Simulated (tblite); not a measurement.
Parent: `[CH3:1][c:2]1[c:3]([F:4])[cH:5][n:6][n:7]1[SiH3:8]`, C4H7FN2Si.

Computed geometry: GFN2-xTB, gas phase. One conformer each, not checked by frequencies here.

```tsv
coordinate of the parent	value
C1–C2	1.483 Å
C2–C3	1.376 Å
C3–F4	1.344 Å
C3–C5	1.404 Å
C5–N6	1.312 Å
N6–N7	1.346 Å
N7–Si8	1.759 Å
C2–N7	1.359 Å
C1–C2–C3	130.9°
C1–C2–N7	123.3°
C3–C2–N7	105.7°
C2–C3–F4	126.5°
C2–C3–C5	106.4°
F4–C3–C5	127.1°
C3–C5–N6	109.4°
C5–N6–N7	107.3°
N6–N7–Si8	118.2°
C2–N7–N6	111.1°
C2–N7–Si8	130.7°
```

Question: How does the shared frame change in `[CH3:1][SiH2:2][n:3]1[n:4][cH:5][c:6]([F:7])[c:8]1[CH3:9]` with C1–Si2–N3–N4 0°, C5H9FN2Si? Atoms pair as C1 = C9, C2 = C8, C3 = C6, F4 = F7, C5 = C5, N6 = N4, N7 = N3, Si8 = Si2 (parent first).

Answer: 
```tsv
parent	relative	value in the relative	change
C1–C2	C9–C8	1.483 Å	0.000
C2–C3	C8–C6	1.376 Å	0.000
C3–F4	C6–F7	1.345 Å	+0.001
C3–C5	C6–C5	1.403 Å	-0.001
C5–N6	C5–N4	1.312 Å	0.000
N6–N7	N4–N3	1.345 Å	-0.001
N7–Si8	N3–Si2	1.765 Å	+0.006
C2–N7	C8–N3	1.358 Å	-0.001
C1–C2–C3	C9–C8–C6	130.8°	-0.1
C1–C2–N7	C9–C8–N3	123.5°	+0.2
C3–C2–N7	C6–C8–N3	105.7°	0.0
C2–C3–F4	C8–C6–F7	126.6°	+0.1
C2–C3–C5	C8–C6–C5	106.4°	0.0
F4–C3–C5	F7–C6–C5	127.0°	-0.1
C3–C5–N6	C6–C5–N4	109.4°	0.0
C5–N6–N7	C5–N4–N3	107.4°	+0.1
N6–N7–Si8	N4–N3–Si2	119.1°	+0.9
C2–N7–N6	C8–N3–N4	111.1°	0.0
C2–N7–Si8	C8–N3–Si2	129.8°	-0.9
```

Of the parent's bonds, N7–Si8 changes most (+0.006 Å). Bonds of the relative outside the shared frame: C1–Si2 1.884 Å. Point group Cs → Cs.

Question: How does the shared frame change in `[F:1][c:2]1[cH:3][n:4][n:5]([SiH3:6])[c:7]1[SiH3:8]`, C3H7FN2Si2? Atoms pair as C2 = C7, C3 = C2, F4 = F1, C5 = C3, N6 = N4, N7 = N5, Si8 = Si6 (parent first).

Answer: 
```csv
parent,relative,value in the relative,change
C2–C3,C7–C2,1.380 Å,+0.004
C3–F4,C2–F1,1.342 Å,-0.002
C3–C5,C2–C3,1.401 Å,-0.003
C5–N6,C3–N4,1.314 Å,+0.002
N6–N7,N4–N5,1.341 Å,-0.005
N7–Si8,N5–Si6,1.759 Å,0.000
C2–N7,C7–N5,1.362 Å,+0.003
C3–C2–N7,C2–C7–N5,104.8°,-0.9
C2–C3–F4,C7–C2–F1,126.3°,-0.2
C2–C3–C5,C7–C2–C3,107.1°,+0.7
F4–C3–C5,F1–C2–C3,126.6°,-0.5
C3–C5–N6,C2–C3–N4,109.1°,-0.3
C5–N6–N7,C3–N4–N5,107.4°,+0.1
N6–N7–Si8,N4–N5–Si6,117.1°,-1.1
C2–N7–N6,C7–N5–N4,111.6°,+0.5
C2–N7–Si8,C7–N5–Si6,131.2°,+0.5
```

Of the parent's bonds, C2–C3 and N6–N7 change most and about equally (-0.005 to +0.004 Å). Bonds of the relative outside the shared frame: C7–Si8 1.871 Å.

Question: How does the shared frame change in `[F:1][CH2:2][c:3]1[c:4]([F:5])[cH:6][n:7][n:8]1[SiH3:9]` with F1–C2–C3–C4 141°, C4H6F2N2Si? Atoms pair as C1 = C2, C2 = C3, C3 = C4, F4 = F5, C5 = C6, N6 = N7, N7 = N8, Si8 = Si9 (parent first).

Answer: 
```
   parent   relative  value in the relative  change
    C1–C2      C2–C3                1.485 Å  +0.002
    C2–C3      C3–C4                1.378 Å  +0.002
    C3–F4      C4–F5                1.341 Å  -0.003
    C3–C5      C4–C6                1.402 Å  -0.002
    C5–N6      C6–N7                1.314 Å  +0.002
    N6–N7      N7–N8                1.338 Å  -0.008
   N7–Si8     N8–Si9                1.772 Å  +0.013
    C2–N7      C3–N8                1.356 Å  -0.003
 C1–C2–C3   C2–C3–C4                 130.4°    -0.5
 C1–C2–N7   C2–C3–N8                 123.4°    +0.1
 C3–C2–N7   C4–C3–N8                 106.2°    +0.5
 C2–C3–F4   C3–C4–F5                 126.4°    -0.1
 C2–C3–C5   C3–C4–C6                 106.0°    -0.4
 F4–C3–C5   F5–C4–C6                 127.7°    +0.6
 C3–C5–N6   C4–C6–N7                 109.3°    -0.1
 C5–N6–N7   C6–N7–N8                 107.7°    +0.4
N6–N7–Si8  N7–N8–Si9                 118.7°    +0.5
 C2–N7–N6   C3–N8–N7                 110.8°    -0.3
C2–N7–Si8  C3–N8–Si9                 130.3°    -0.4
```

Of the parent's bonds, N7–Si8 changes most (+0.013 Å). Bonds of the relative outside the shared frame: F1–C2 1.377 Å. Point group Cs → C1.

Question: How does the shared frame change in `[CH3:1][c:2]1[c:3]([F:4])[cH:5][n:6][n:7]1[SiH2:8][F:9]` with N6–N7–Si8–F9 -135°, C4H6F2N2Si? Atoms pair as C1 = C1, C2 = C2, C3 = C3, F4 = F4, C5 = C5, N6 = N6, N7 = N7, Si8 = Si8 (parent first).

Answer: 
```csv
parent,relative,value in the relative,change
C1–C2,C1–C2,1.482 Å,-0.001
C2–C3,C2–C3,1.374 Å,-0.002
C3–F4,C3–F4,1.343 Å,-0.001
C3–C5,C3–C5,1.405 Å,+0.001
C5–N6,C5–N6,1.310 Å,-0.002
N6–N7,N6–N7,1.350 Å,+0.004
N7–Si8,N7–Si8,1.752 Å,-0.007
C2–N7,C2–N7,1.363 Å,+0.004
C1–C2–C3,C1–C2–C3,130.9°,0.0
C1–C2–N7,C1–C2–N7,123.5°,+0.2
C3–C2–N7,C3–C2–N7,105.6°,-0.1
C2–C3–F4,C2–C3–F4,126.5°,0.0
C2–C3–C5,C2–C3–C5,106.6°,+0.2
F4–C3–C5,F4–C3–C5,126.9°,-0.2
C3–C5–N6,C3–C5–N6,109.5°,+0.1
C5–N6–N7,C5–N6–N7,107.3°,0.0
N6–N7–Si8,N6–N7–Si8,117.6°,-0.6
C2–N7–N6,C2–N7–N6,111.0°,-0.1
C2–N7–Si8,C2–N7–Si8,131.3°,+0.6
```

Of the parent's bonds, N7–Si8 changes most (-0.007 Å). Bonds of the relative outside the shared frame: Si8–F9 1.608 Å. Point group Cs → C1.
